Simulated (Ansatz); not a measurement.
Z-matrix (Å, degrees):
```
Sn
O 1 1.962
F 1 1.934 2 102.5
H 1 1.742 2 105.8 3 -111.4
H 2 0.962 1 113.4 3 -34.4
```

The species carries charge 0 and has multiplicity 2. Sn takes the def2 core potential.

**Question.** List the PBE0/def2-TZVPP orbital energies in eV (Ansatz). (An estimate is asked.)

**Answer.** The calculation gave: α occupied: -672.62, -522.80, -140.80, -95.48, -95.42, -95.36, -31.85, -29.70, -29.19, -29.13, -29.10, -28.77, -26.99, -15.08, -12.95, -11.33, -11.03, -10.78, -10.09, -9.38, -6.97. α empty: -0.62, -0.37, 0.91, 2.13, 2.43, 3.36, 3.90, 5.04. β occupied: -672.56, -522.69, -140.74, -95.40, -95.36, -95.34, -31.72, -29.57, -29.07, -29.04, -29.03, -28.65, -26.76, -14.72, -12.71, -11.05, -10.81, -10.38, -9.52, -9.14. β empty: -3.88, -0.24, -0.07, 1.56, 2.37, 2.71, 3.69, 4.16. ⟨S²⟩ = 0.755.
